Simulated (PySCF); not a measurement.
NMR data simulated for an unnamed compound:

¹H NMR (400 MHz, computed): δ 6.35 (m, 1H), 4.46 (m, 1H), 4.42 (m, 1H), 4.08 (m, 1H), 2.42 (m, 1H), 2.12 (m, 1H), 1.84 (m, 1H), 1.35 (m, 1H), 1.23 (m, 1H), 1.03 (m, 1H), 0.83 (m, 1H), 0.74 (m, 1H).

¹³C{¹H} NMR (computed): δ 126.4 (CH), 80.5 (CH), 38.0 (CH2), 21.2 (CH2), 18.6 (CH2), 10.8 (CH2).

Theory: GIAO PBE0/pcSseg-1 shieldings, GFN2-xTB geometry, in PySCF (non-relativistic Hamiltonian, one conformer, in vacuum).

Shifts are taken against calculated references (same method and geometry level): ¹H and ¹³C against TMS.

Which of these does the molecule contain: a (CH3)2CH unit, a CH3CH2 unit, a Si–H bond, an aldehyde?

Answers


- A (CH3)2CH unit: no.
- A CH3CH2 unit: no.
- A Si–H bond: yes (δH 4.08 (m), 4.46 (m)).
- An aldehyde: no.

The data belong to SMILES C1CC[C@H](OC(F)F)C[SiH2]1, C6H12F2OSi; they needn't prove each group on their own.

Carbon signals by region: 1 in the sp2 and nitrile region (100–160 ppm), 1 at 50–100 ppm, 4 below 50 ppm.

Splittings by ¹⁹F in the carbon and heteronuclear signals aren't shown, as no couplings were computed. Shifts are as computed. Against solution values, carbons near 30 ppm lie about +3 ppm off and those near 130 ppm about +5 ppm. Of 1211 compounds with measured shifts, 218 miss one by over three times the rms of a fit or turn the order of signals round; such compounds aren't used in these exercises. No couplings were computed; multiplicities are counted from neighbouring protons, with m where these are inequivalent, close in shift, in a saturated or five-membered ring or joined by F or P, and br s for small geminal =CH2 splittings.
